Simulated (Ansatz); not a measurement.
CH$_{6}$N$_{2}$OSi (`NC1(O)N[SiH2]1`). Total charge 0; spin multiplicity 1.

```xyz
11

N    -1.077   -0.780   -0.779
C    -0.247   -0.228    0.233
O    -0.571   -0.718    1.505
N     1.190   -0.242   -0.033
Si    0.589    1.384   -0.162
H    -2.022   -0.430   -0.691
H    -1.120   -1.791   -0.664
H     0.243   -0.705    2.019
H     1.497   -0.826   -0.799
H     0.411    2.017   -1.490
H     1.109    2.320    0.860
```

Problem. List the harmonic frequencies (cm⁻¹, unscaled) at PBE0-D4/def2-TZVP in Ansatz. (Best estimate.)

Solution. The calculation gave: 198, 239, 275, 374, 410, 488, 517, 566, 618, 661, 717, 753, 868, 923, 972, 1072, 1158, 1195, 1286, 1375, 1655, 2241, 2258, 3484, 3585, 3599, 3840.

Problem. Is this a minimum?

Solution. Yes, all 27 modes are real.

Problem. Give the ideal-gas thermochemistry at 298.15 K and 1 bar (rigid rotor, harmonic oscillator; point group C1, symmetry number 1).

Solution. Zero-point energy 211.3 kJ/mol; H(298) − E = 230.4 kJ/mol; entropy 320.9 J/(mol·K), of which translation 165.0, rotation 108.8, vibration 47.1; G(298) − E = 134.7 kJ/mol.

Problem. And at 400, 500, 600, 800 and 1000 K?

Solution. 
| T (K) | H − E (kJ/mol) | S (J/mol/K) | G − E (kJ/mol) |
| --- | --- | --- | --- |
| 400 | 242.7 | 356.2 | 100.2 |
| 500 | 256.9 | 387.8 | 63.0 |
| 600 | 272.7 | 416.6 | 22.8 |
| 800 | 307.9 | 467.1 | -65.7 |
| 1000 | 346.6 | 510.1 | -163.6 |
